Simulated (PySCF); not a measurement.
Gas-phase reaction: 3 SnF₄ + 2 O₃ = 3 SnO₂ + 6 F₂

Method: PySCF energies plus ideal-gas RRHO corrections (1 bar). † marks an energy on the PBE0/def2-TZVP geometry and frequencies; other levels use their own. MP2 freezes the core. All species are closed-shell singlets. Sn: scalar-relativistic def2 core potential, no spin-orbit coupling. SnO₂: computed as isolated molecules; such fragments, hydroxides, amides, oligomers or adducts are transient or little studied in the gas. MP2 isn't extrapolated to the basis-set limit; its ΔH°(298 K) is 3180.3 kJ in def2-SVP and 3056.1 kJ in def2-TZVPP. The harmonic model lacks anharmonicity and excited electronic states, which grow with temperature; levels with a mode under 35 cm⁻¹ are left out. Strong static correlation: O₃.

```
level               ΔE electronic, kJ  ΔH°(298 K), kJ  ΔS°(298 K), J/K  ΔG°(1200 K), kJ
------------------  -----------------  --------------  ---------------  ---------------
M06-2X/def2-TZVP†                3177            3160              531             2537
MP2/def2-SVP†                    3198            3180              531             2557
PBE0/def2-TZVP                   3020            3002              531             2379
r2SCAN/def2-TZVP†                3035            3018              531             2395
LDA/def2-TZVP†                   3038            3021              531             2398
ωB97M-V/def2-TZVP†               3059            3041              531             2418
ωB97X-V/def2-TZVP†               3091            3074              531             2451
```
ΔH° is lowest at PBE0/def2-TZVP and highest at MP2/def2-SVP†. No reference value is set beside these.
